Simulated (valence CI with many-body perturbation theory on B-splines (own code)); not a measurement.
# Ladder of approximations for La XXXVI

Computed by valence CI with perturbative core correlation (CI+MBPT): four valence electrons over a frozen Dirac-Fock core [Ar], radial functions for each j: 9 s, 9 p, 10 d, 8 f, 5 g, 3 h, 1 i, with the one-electron correlation potential Σ1, the two-electron term Σ2, the three-electron term Σ3, Breit, model QED; selected CI, second order for the rest (own B-spline code, finite nucleus).

No measured spectrum was set against this ion. As an estimate, large intervals hold to a few tenths of a per cent, small ones and those within an open d or f shell to about a per cent. Only levels of the ground parity were solved; by the run's estimate the other parity begins above the list, which can be wrong where configurations are misplaced.

Each rung adds one term. CI alone is the Dirac-Coulomb CI over the frozen core; QED comes last and gives the full result, which names the levels. Energies are above (3d3/2^4) J=0 on the same rung, in eV.

Levels are named by their leading jj configuration (3d3/2^4 stands for four electrons in 3d with j = 3/2), which in mixed levels can hold well under half, so a name can repeat and another be missing. Letters in brackets count levels of one name in rising energy.

| Level | CI alone | Σ1 | Σ2 | Σ3 | Breit | QED | Full |
| --- | --- | --- | --- | --- | --- | --- | --- |
| (3d3/2^3 3d5/2) J=1 | 14.330 | +0.1205 | +0.3282 | +0.1099 | -0.6249 | +0.0577 | 14.321 |
| (3d3/2^3 3d5/2) J=2 | 22.108 | +0.1581 | +0.2909 | +0.1079 | -1.0096 | +0.0737 | 21.729 |
| (3d3/2^3 3d5/2) J=4 | 23.966 | +0.1315 | +0.3130 | -0.0405 | -1.2649 | +0.0595 | 23.164 |
| (3d3/2^3 3d5/2) J=3 | 25.518 | +0.1583 | +0.2279 | +0.0489 | -1.1112 | +0.0726 | 24.915 |
| (3d3/2^2 3d5/2^2) J=0 [a] | 35.908 | +0.2387 | +0.3343 | -0.0321 | -1.0801 | +0.1109 | 35.480 |
| (3d3/2^2 3d5/2^2) J=4 [a] | 37.917 | +0.2481 | +0.6223 | +0.0665 | -1.7433 | +0.1149 | 37.225 |
| (3d3/2^2 3d5/2^2) J=2 [a] | 39.327 | +0.2185 | +0.1098 | +0.1545 | -1.1482 | +0.0992 | 38.761 |
| (3d3/2^2 3d5/2^2) J=3 [a] | 39.996 | +0.2369 | +0.3214 | +0.0561 | -1.3915 | +0.1080 | 39.327 |
| (3d3/2^2 3d5/2^2) J=5 | 43.195 | +0.2492 | +0.6139 | +0.0317 | -2.0197 | +0.1131 | 42.183 |
| (3d3/2^2 3d5/2^2) J=1 | 44.616 | +0.2594 | +0.0569 | +0.1297 | -1.3542 | +0.1177 | 43.826 |
| (3d3/2^2 3d5/2^2) J=6 | 45.627 | +0.2538 | +0.7581 | -0.0044 | -2.4542 | +0.1146 | 44.295 |
| (3d3/2^2 3d5/2^2) J=4 [b] | 48.830 | +0.2597 | +0.2621 | -0.1087 | -1.9472 | +0.1160 | 47.412 |
| (3d3/2^2 3d5/2^2) J=3 [b] | 49.761 | +0.2482 | -0.1672 | +0.0222 | -1.6063 | +0.1100 | 48.368 |
| (3d3/2^2 3d5/2^2) J=2 [b] | 49.735 | +0.2601 | -0.1602 | +0.1000 | -1.6257 | +0.1162 | 48.426 |
| (3d3/2 3d5/2^3) J=4 [a] | 57.215 | +0.3383 | +0.4217 | +0.0767 | -2.0588 | +0.1539 | 56.147 |
| (3d3/2^2 3d5/2^2) J=2 [c] | 57.461 | +0.2777 | -0.0912 | +0.0984 | -1.4234 | +0.1219 | 56.445 |
| (3d3/2 3d5/2^3) J=3 [a] | 61.352 | +0.3639 | +0.4143 | +0.0152 | -1.9432 | +0.1664 | 60.368 |
| (3d3/2 3d5/2^3) J=5 | 65.152 | +0.3782 | +0.6135 | +0.0033 | -2.6473 | +0.1723 | 63.672 |
| (3d3/2^2 3d5/2^2) J=4 [c] | 65.261 | +0.3024 | -0.0792 | +0.0225 | -1.8188 | +0.1330 | 63.821 |
| (3d3/2 3d5/2^3) J=1 [a] | 65.171 | +0.3652 | +0.0595 | -0.0599 | -1.7477 | +0.1658 | 63.954 |
| (3d3/2 3d5/2^3) J=6 | 66.163 | +0.3769 | +0.9260 | -0.0124 | -2.9241 | +0.1709 | 64.700 |
| (3d3/2^2 3d5/2^2) J=2 [d] | 68.211 | +0.3073 | -0.5911 | +0.2075 | -1.5761 | +0.1334 | 66.692 |
| (3d3/2 3d5/2^3) J=0 | 70.399 | +0.3579 | -0.1800 | -0.1904 | -1.8284 | +0.1611 | 68.719 |
| (3d3/2 3d5/2^3) J=2 [a] | 72.158 | +0.3591 | -0.1132 | +0.0714 | -1.8600 | +0.1587 | 70.774 |
| (3d3/2 3d5/2^3) J=3 [b] | 73.317 | +0.3774 | -0.0836 | +0.0072 | -2.2157 | +0.1682 | 71.571 |
| (3d3/2 3d5/2^3) J=3 [c] | 82.876 | +0.3932 | -0.2653 | +0.0896 | -2.0468 | +0.1721 | 81.219 |
| (3d3/2 3d5/2^3) J=1 [b] | 83.298 | +0.3899 | -0.5725 | +0.1721 | -1.6846 | +0.1704 | 81.773 |
| (3d3/2 3d5/2^3) J=4 [b] | 83.793 | +0.4083 | +0.0809 | +0.0098 | -2.3133 | +0.1787 | 82.158 |
| (3d3/2^2 3d5/2^2) J=0 [b] | 84.834 | +0.3608 | -0.9310 | -0.1525 | -1.4887 | +0.1519 | 82.775 |
| (3d3/2 3d5/2^3) J=2 [b] | 85.970 | +0.4199 | -0.4302 | +0.1652 | -2.1222 | +0.1842 | 84.187 |
| (3d5/2^4) J=4 | 88.670 | +0.4747 | +0.3356 | -0.0228 | -2.6535 | +0.2145 | 87.018 |

The middle columns are the shifts that each term adds.

(1) How does the ionisation energy move along the ladder, and which term matters most?

Answers

(1) CI alone 2367.7, + Σ1 2370.3, + Σ2 2378.4, + Σ3 2378.5, + Breit 2376.8, + QED 2377.0 eV. The largest step is Σ2, 8.1 eV. NIST lists 2377 ± 5 eV (theoretical).
